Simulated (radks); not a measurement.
Ti3.5+, configuration [Ar] 3d0.5 (fractional occupations, a model configuration).

Method: scalar-relativistic Kohn-Sham, LDA (Slater exchange, Perdew-Wang correlation), spin-unpolarised, spherical densities, finite nucleus; Fermi nuclear charge, rms radius 3.5921 fm; computed with a radial shooting solver on a logarithmic mesh with Libxc functionals.

Energy parts (eV):
part                      energy
total                 -23108.473
kinetic                23292.704
electron-nucleus      -54195.374
Hartree                 8852.158
exchange-correlation   -1057.960

Orbitals (lengths in bohr, moments of r in powers of bohr; <r^-3> diverges for s and p1/2):
orbital,occ.,eigenvalue (eV),<1/r>,<r^-3>,<r^4>,<r>
1s,2,-4899.577,21.76,-,0.0001100,0.06973
2s,2,-579.9885,4.534,-,0.02776,0.3258
2p,6,-488.4084,4.445,264.0,0.02229,0.2904
3s,2,-103.9314,1.430,-,1.974,0.9856
3p,6,-79.9166,1.315,33.23,2.699,1.042
3d,0.5,-43.4447,1.058,2.851,6.130,1.195

The highest occupied level is 3d at -43.445 eV. The density falls to 0.001 e/bohr^3 at r = 2.64 bohr. The electron density at the nucleus is 8487 e/bohr^3 (large components only). Summed over all electrons, <r^2> = 11.61 bohr^2, which gives a Langevin (diamagnetic) susceptibility term of -9.19 x 10^-6 cm^3/mol.
